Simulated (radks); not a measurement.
Species: Os I. Configuration: [Xe] 4f14 5d4 6s2 7s2 (not the ground configuration).

Method: scalar-relativistic Kohn-Sham, B86b exchange with PBE correlation, spin-polarised, spherical densities, point nucleus; open shells are filled with parallel spins first (spin-orbit coupling, left out, can overturn this in heavy ions); computed with a radial shooting solver on a logarithmic mesh with Libxc functionals.

Energy parts (eV):
total: -469517.11
kinetic: 520544.75
electron-nucleus: -1162674.70
Hartree: 181836.01
exchange-correlation: -9223.17

Orbitals (lengths in bohr, moments of r in powers of bohr; r(max) is where P^2 peaks):
| orbital | occ. | eigenvalue (eV) | r(max) |
|---|---|---|---|
| 1s up | 1 | -73901.84 | 0.01102 |
| 1s down | 1 | -73901.85 | 0.01102 |
| 2s up | 1 | -12882.93 | 0.06338 |
| 2s down | 1 | -12882.67 | 0.06338 |
| 2p up | 3 | -11218.08 | 0.05219 |
| 2p down | 3 | -11217.87 | 0.05219 |
| 3s up | 1 | -3009.466 | 0.1787 |
| 3s down | 1 | -3009.385 | 0.1787 |
| 3p up | 3 | -2520.727 | 0.1774 |
| 3p down | 3 | -2520.633 | 0.1774 |
| 3d up | 5 | -1975.298 | 0.1444 |
| 3d down | 5 | -1975.120 | 0.1445 |
| 4s up | 1 | -646.9458 | 0.4047 |
| 4s down | 1 | -646.7031 | 0.4047 |
| 4p up | 3 | -486.6737 | 0.4251 |
| 4p down | 3 | -486.4489 | 0.4251 |
| 4d up | 5 | -287.8380 | 0.4345 |
| 4d down | 5 | -287.5731 | 0.4346 |
| 4f up | 7 | -66.9868 | 0.4057 |
| 4f down | 7 | -66.5193 | 0.4056 |
| 5s up | 1 | -107.0291 | 0.9142 |
| 5s down | 1 | -104.9291 | 0.9099 |
| 5p up | 3 | -66.1369 | 1.030 |
| 5p down | 3 | -63.4885 | 1.023 |
| 5d up | 4 | -19.7392 | 1.316 |
| 5d down | 0 | -16.8129 | 1.310 |
| 6s up | 1 | -15.1454 | 2.240 |
| 6s down | 1 | -13.4996 | 2.293 |
| 7s up | 1 | -2.4800 | 5.976 |
| 7s down | 1 | -2.3477 | 6.212 |

The highest occupied level is 7s down at -2.348 eV. The configuration is held as typed, so some empty levels lie below it. Spin moment in Bohr magnetons: 4.
